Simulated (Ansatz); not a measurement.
C5H9Cl (SMILES CC1(C)C[C@H]1Cl), singlet, at a GFN2-xTB geometry; PBE/6-31G** in Ansatz (a program for electronic structure).

The Ansatz input:
Ansatz 0.2 input:
```yaml
crystal:
  periodic: [false, false, false]
  atoms:
    - {symbol: C, position_ang: [-0.75624203, 2.02684847, 0.68743299]}
    - {symbol: C, position_ang: [-0.41284588, 0.55882216, 0.56012024]}
    - {symbol: C, position_ang: [-1.61458714, -0.35402396, 0.63011706]}
    - {symbol: C, position_ang: [0.88787787, 0.07444962, 1.14329049]}
    - {symbol: C, position_ang: [0.73269855, 0.20099196, -0.34219764]}
    - {symbol: Cl, position_ang: [0.68012799, -1.25474564, -1.32467762]}
    - {symbol: H, position_ang: [-1.24045250, 2.21455493, 1.64414075]}
    - {symbol: H, position_ang: [0.13679346, 2.64374286, 0.62651697]}
    - {symbol: H, position_ang: [-1.43856792, 2.32622506, -0.10597501]}
    - {symbol: H, position_ang: [-1.31990652, -1.39364739, 0.51953524]}
    - {symbol: H, position_ang: [-2.31905579, -0.11021302, -0.16330062]}
    - {symbol: H, position_ang: [-2.11852259, -0.23408294, 1.58752373]}
    - {symbol: H, position_ang: [1.53907560, 0.77608008, 1.64313148]}
    - {symbol: H, position_ang: [0.91469756, -0.92084731, 1.55936953]}
    - {symbol: H, position_ang: [1.26235484, 0.98633422, -0.86400136]}
basis:
  gaussian:
    orbitals: 6-31G__.json
hamiltonian:
  xc: pbe
```
The basis file holds 6-31G** in the JSON format of the Basis Set Exchange.

The log (banner, timings and long lists left out):

```
Functional definition: PBE
1544 factors; their error is unknown
mean field evaluation 1: about -17829.7253 eV, gradient 6.8e1 eV
mean field evaluation 2: about -17813.6427 eV, gradient 1.0e2 eV
mean field evaluation 4: about -17841.2581 eV, gradient 5.8e0 eV
mean field evaluation 8: about -17841.3301 eV, gradient 1.4e-1 eV
mean field evaluation 16: about -17841.2248 eV, gradient 4.1e-4 eV
mean field -17841.22483238 eV, -655.6529193736 hartree, gradient 2.7e-5 eV, S^2 0.000000; 0 other end points of the search recorded, 0 dependent functions left out
reference -17841.22485803 eV, -655.6529203161 hartree; 28, 28 occupied and 111, 111 virtual orbitals, 1544 factors
Total energy: -17841.22485803 eV, -655.6529203161 hartree
```
